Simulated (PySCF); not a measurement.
# Mayer bond orders and bond lengths

C₅H₁₃NSi₄.
SMILES with atom numbers: `[SiH3:1][SiH2:2][SiH2:3][SiH2:4][c:5]1[cH:6][cH:7][cH:8][cH:9][n:10]1` (hydrogens: H11, H12, H13 on Si1; H14, H15 on Si2; H16, H17 on Si3; H18, H19 on Si4; H20 on C6; H21 on C7; H22 on C8; H23 on C9)

Geometry (PBE0-D3(BJ)/def2-SVP, Å), atoms numbered from 1 in this order:
```xyz
23
C5H13NSi4 angstrom
Si    -2.277    1.775   -0.175
Si    -2.271   -0.198    1.094
Si    -1.865   -2.028   -0.322
Si    -0.117   -1.461   -1.779
C      1.108   -0.422   -0.768
C      2.492   -0.628   -0.764
C      3.300    0.184    0.030
C      2.701    1.179    0.797
C      1.315    1.316    0.734
N      0.543    0.542   -0.021
H     -3.652    2.375   -0.187
H     -1.354    2.803    0.397
H     -1.900    1.495   -1.594
H     -3.608   -0.414    1.743
H     -1.254   -0.152    2.188
H     -1.493   -3.255    0.456
H     -3.099   -2.338   -1.113
H      0.604   -2.648   -2.339
H     -0.632   -0.644   -2.921
H      2.930   -1.420   -1.376
H      4.383    0.039    0.052
H      3.292    1.839    1.436
H      0.802    2.084    1.325
```

Bond orders from the PBE0/pcSseg-1 density (PySCF). Isolated species at its PBE0-D3(BJ)/def2-SVP geometry (one conformer only).

How far do the computed orders between heavy atoms stray from the drawn ones?

The largest departure is 0.172, at Si4–C5 (drawn single, 0.828), counting aromatic bonds as 1.5. Drawn single, order below 0.88: Si1–Si2 (0.874), Si2–Si3 (0.873) and Si4–C5 (0.828). The bonds drawn aromatic range from 1.37 to 1.45.

Set the Mayer orders of the bonds between heavy atoms beside their lengths.

| bond | drawn as | length (Å) | Mayer order |
| --- | --- | --- | --- |
| Si1–Si2 | single | 2.346 | 0.874 |
| Si2–Si3 | single | 2.349 | 0.873 |
| Si3–Si4 | single | 2.345 | 0.889 |
| Si4–C5 | single | 1.898 | 0.828 |
| C5–C6 | aromatic | 1.400 | 1.374 |
| C6–C7 | aromatic | 1.393 | 1.429 |
| C7–C8 | aromatic | 1.392 | 1.420 |
| C8–C9 | aromatic | 1.395 | 1.406 |
| C9–N10 | aromatic | 1.328 | 1.453 |
| N10–C5 | aromatic | 1.344 | 1.366 |

Bonds between the same two heavy elements. Si–Si: all 3 within 0.02 of one another (0.873 to 0.889). C–C: lowest C5–C6 (1.374, 1.400 Å), highest C6–C7 (1.429, 1.393 Å). C–N: lowest N10–C5 (1.366, 1.344 Å), highest C9–N10 (1.453, 1.328 Å).

And the bonds to hydrogen?

H–Si: 0.92 to 0.94 (9 bonds); C–H: 0.95 to 0.97 (4 bonds).

Sum the orders of all bonds at each heavy atom with more than one neighbour and set the sums beside the valence in the SMILES.

Si1 3.645 (drawn 4), Si2 3.591 (drawn 4), Si3 3.610 (drawn 4), Si4 3.599 (drawn 4), C5 3.568 (drawn 4), C6 3.764 (drawn 4), C7 3.818 (drawn 4), C8 3.789 (drawn 4), C9 3.812 (drawn 4), N10 2.819 (drawn 3). Orders between atoms that aren't bonded are not in these sums.

Mayer orders depend on the basis set.

The run behind these numbers computed NMR shieldings as well. Hardware: an Arm Neoverse V1 with one thread, shared host with 32 logical CPUs at a one-minute load of 19. Cost: 70 s, 1.3 GiB resident at most.
